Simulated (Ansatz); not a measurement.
ScCl, closed-shell singlet (the spin of the measured ground state), most abundant isotopes (44.9559 and 34.9689 u). Constants from fifth-degree fits in 1/R to seven points on the lowest solution found; no spin–orbit coupling, no relativity up to Kr; ω_e x_e and α_e move by some per cent with the fit.

Correlated levels freeze the inner cores; with def2 sets outer-core shells near the valence are correlated too.

Codes used: Ansatz (Gaussian orbitals). Values without a source in brackets are computed.

Total energies (hartree; each atom in its lowest state at that level) and vibrational constants (cm⁻¹):

| level | E(ScCl) at r_e | E(Sc) | E(Cl) | ω_e | ω_e x_e |
|---|---|---|---|---|---|
| B3LYP/def2-TZVPP | -1220.958272 | -760.630754 | -460.167005 | 441 | 1.6 |
| wB97M-V/def2-TZVPP | -1220.862504 | -760.571018 | -460.125172 | 442 | 1.6 |
| CCSD(T)/def2-QZVPP | -1219.916376 | -760.052562 | -459.695345 | 462 | 1.8 |
| CCSD(T)/def2-TZVPP | -1219.822975 | -759.990719 | -459.664645 | 455 | 1.6 |

### Question
Work out D_e and D₀ in eV.

### Answer

D_e = E(Sc) + E(Cl) − E(molecule), times 27.2114 eV; D₀ = D_e − (ω_e/2 − ω_e x_e/4)/8065.54.
- B3LYP/def2-TZVPP: D_e = 4.368, zero point 0.027, D₀ = 4.341 eV
- wB97M-V/def2-TZVPP: D_e = 4.526, zero point 0.027, D₀ = 4.498 eV
- CCSD(T)/def2-QZVPP: D_e = 4.584, zero point 0.029, D₀ = 4.556 eV
- CCSD(T)/def2-TZVPP: D_e = 4.561, zero point 0.028, D₀ = 4.533 eV
No counterpoise correction is made.

Doubts at one or more of the structures used: a restricted determinant that unrestricted orbitals would lower (CCSD(T)/def2-QZVPP, CCSD(T)/def2-TZVPP).

Ansatz is an electronic-structure program.
